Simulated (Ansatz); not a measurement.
Geometry optimisation, RKS PBE-D4/def2-SVP (Ansatz).

Input:

```yaml
crystal:
  periodic: [false, false, false]
  atoms:
    - { symbol: Zr, position_ang: [0.0, 0.0, 0.0] }
    - { symbol: "N", position_ang: [0.0, 0.0, 2.21] }
    - { symbol: H, position_ang: [-0.877, -0.2713, 2.74] }
    - { symbol: H, position_ang: [0.877, 0.2713, 2.74] }
    - { symbol: "N", position_ang: [2.084, 0.0, -0.7359] }
    - { symbol: H, position_ang: [2.5823, -0.918, -0.9166] }
    - { symbol: H, position_ang: [2.5853, 0.918, -0.9082] }
    - { symbol: Cl, position_ang: [-1.1869, 2.0563, -0.8392] }
    - { symbol: O, position_ang: [-0.975, -1.6891, -0.6893] }
    - { symbol: H, position_ang: [-1.4296, -2.1548, 0.0831] }
basis:
  gaussian: { orbitals: def2-SVP }
hamiltonian:
  xc: pbe
  dispersion: d4
relax:
  f_tol: 0.02
  max_steps: 40
```

Launched with:

```bash
$ ansatz run input.yaml --threads 2 --pin off --max-ram 3072MiB --backend cpu --events-out ev --progress --plain --runs-dir out
```

**Question.** Where does it end, and by what steps?

**Answer.** It converged. After 10 steps the energy has fallen by 1.178 eV; H3 moved furthest, 0.52 Å.

```
step  energy less start (eV)  largest force component (eV/Å)  accepted
   0                  0.0000                           2.288       yes
   1                 -0.9597                           1.253       yes
   2                 -1.0891                           0.742       yes
   3                 -1.1099                           1.030       yes
   4                 -1.1553                           0.391       yes
   5                 -1.1475                           0.517        no
   6                 -1.1673                           0.204       yes
   7                 -1.1717                           0.425       yes
   8                 -1.1746                           0.306       yes
   9                 -1.1772                           0.030       yes
  10                 -1.1778                           0.019       yes
```

```xyz
10
Properties=species:S:1:pos:R:3
Zr -0.016 -0.004 0.054
N 0.084 0.126 2.087
H -0.728 0.228 2.708
H 0.926 0.105 2.672
N 1.915 -0.043 -0.573
H 2.404 -0.819 -1.035
H 2.512 0.791 -0.629
Cl -1.197 1.930 -0.751
O -0.853 -1.656 -0.512
H -1.387 -2.445 -0.338
```

The run took 55 s on 2 threads of Intel(R) Xeon(R) Platinum 8259CL CPU @ 2.50GHz (Skylake/Cascade Lake) (shared host), peak memory 0.18 GiB.
